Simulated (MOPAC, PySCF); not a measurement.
F3Ga, SMILES `[F][Ga]([F])[F]`, neutral singlet in the gas phase. 

Z-matrix (Å, degrees):
```
Ga
F 1 1.7337
F 1 1.7337 2 120.00
F 1 1.7337 2 120.00 3 180.00
```
Charge 0, multiplicity 1.

All levels are single points at this geometry (B3LYP-D3(BJ)/def2-TZVP); Pople sets use spherical d functions. Orbital energies aren't observables, and empty levels follow the basis.

```tsv
level	HOMO (eV)	LUMO (eV)	gap (eV)	dipole (D)	vertical IE, Delta-SCF (eV)
B3LYP-D3(BJ)/def2-TZVP in PySCF	-11.46	-2.88	8.58	0.00	–
PBE-D3(BJ)/def2-TZVP in PySCF	-9.65	-3.46	6.19	0.00	–
B3LYP/3-21G in PySCF	-10.00	-2.22	7.78	0.00	–
B3LYP/6-311+G** (LANL2DZ on Ga) in PySCF	-11.64	-2.91	8.72	0.00	–
B3LYP/6-31G* in PySCF	-10.94	-2.72	8.21	0.00	14.07
B3LYP/LANL2DZ in PySCF	-11.36	-2.96	8.40	0.00	–
BP86/6-31G* in PySCF	-9.27	-3.39	5.89	0.00	–
M06-2X/6-31G* in PySCF	-13.45	-1.56	11.89	0.00	–
SVWN5/6-31G* in PySCF	-9.39	-3.65	5.74	0.00	–
HF/6-31G* in PySCF	-16.89	0.98	17.88	0.00	–
HF/STO-3G in PySCF	-8.54	5.89	14.43	0.00	–
AM1 in MOPAC	-13.63	-3.27	10.37	0.00	–
PM6 in MOPAC	-14.49	-2.25	12.23	0.00	–
```
